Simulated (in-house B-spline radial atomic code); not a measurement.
## Ionising Sn5+ with different functionals

Computed with a radial B-spline atomic code at the basis-set limit: four-component Dirac-Coulomb Hamiltonian, Fermi nucleus of rms radius 4.6519 fm, spin-restricted, spherical fractional occupations for the functionals, and exact exchange of hybrids averaged over the configuration. The ionisation energy is the difference of two self-consistent energies, [Kr] 4d9 → [Kr] 4d8, without Breit or QED terms; ε is the level of the shell that loses the electron (mean over j). The electron is taken from both j subshells in proportion to 2j + 1, so the result is a j average, not the step between ground levels.

```json
{"method": "B3LYP", "rung": "global hybrid", "ΔSCF (eV)": "?", "-ε(4d) (eV)": "?"}
{"method": "B97-1", "rung": "global hybrid", "ΔSCF (eV)": "96.34", "-ε(4d) (eV)": "88.86"}
{"method": "CAM-B3LYP", "rung": "range-separated hybrid", "ΔSCF (eV)": "?", "-ε(4d) (eV)": "?"}
{"method": "HSE06", "rung": "range-separated hybrid", "ΔSCF (eV)": "96.42", "-ε(4d) (eV)": "88.99"}
```

What does B3LYP give?

ΔSCF 96.46 eV, and -ε(4d) = 88.87 eV.

What does CAM-B3LYP give?

ΔSCF 96.40 eV, and -ε(4d) = 90.84 eV.

Among the functionals, which spreads more, the ΔSCF values or the orbital energies?

The orbital energies: ΔSCF values span about 0.12 eV and the orbital energies 1.98 eV; here energy differences depend much less on the functional than eigenvalues do.

How do they compare with the NIST value?

NIST lists 94 eV ± 2 (tabulated theory, ground level to ground level). Errors run from +2.34 to +2.46 eV; all lie within about twice that uncertainty, so the table can't rank the methods.
